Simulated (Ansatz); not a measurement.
Harmonic frequencies (cm⁻¹) at PBE0-D4/def2-TZVP from Ansatz: 133, 183, 288, 358, 414, 611, 891, 974, 2322.

Task: Which molecule is it?
A. `[OH][SnH2]`•
B. `[SeH][SnH2]`•
C. `[SH][Al][SH]`•
D. `N#C[Si](F)F`•

Result: D.
